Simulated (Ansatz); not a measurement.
A run for Ansatz (a quantum-chemistry and plane-wave program): U-r2SCAN/cc-pVTZ on FHOSe (SMILES O[Se]F), a point of a bond scan (R = 1.771 Å).

Ansatz 0.2 input:
```yaml
crystal:
  periodic: [false, false, false]
  atoms:
    - {symbol: Se, position_ang: [0.08590456, 0.00792344, 0.39476160]}
    - {symbol: F, position_ang: [-0.01164074, 1.33657860, -0.77191368]}
    - {symbol: O, position_ang: [-0.20677654, -1.35411437, -0.70776950]}
    - {symbol: H, position_ang: [-1.16177610, -1.46568956, -0.81251515]}
basis:
  gaussian:
    orbitals: cc-pVTZ
hamiltonian:
  xc: {name: r2SCAN}
magnetization: {spin_polarized: true, initial_magnetization: 0}
```

Output:

```
WARN ansatz: RAYON_NUM_THREADS=1 ignored (pool sized by the plan → 1); use --threads N
Functional definition: r2SCAN
integrals: 0.04 GiB planned
753 factors; their error is unknown
mean field: 0.41 GiB planned
mean field evaluation 1: about -70124.0249 eV, gradient 4.3e1 eV
mean field evaluation 2: about -70081.1703 eV, gradient 1.1e2 eV
mean field evaluation 4: about -70129.2565 eV, gradient 1.1e1 eV
mean field evaluation 8: about -70129.6033 eV, gradient 1.9e-1 eV
mean field evaluation 16: about -70129.6033 eV, gradient 1.3e-5 eV
mean field -70129.60333615 eV, -2577.2153870512 hartree, gradient 1.3e-5 eV, S^2 0.000000; 0 other end points of the search recorded, 0 dependent functions left out
reference -70129.60334452 eV, -2577.2153873586 hartree; 26, 26 occupied and 91, 91 virtual orbitals, 753 factors
Total energy: -70129.60334452 eV, -2577.2153873586 hartree
```

The run converged.

Cost: around 7 core-seconds (rough).
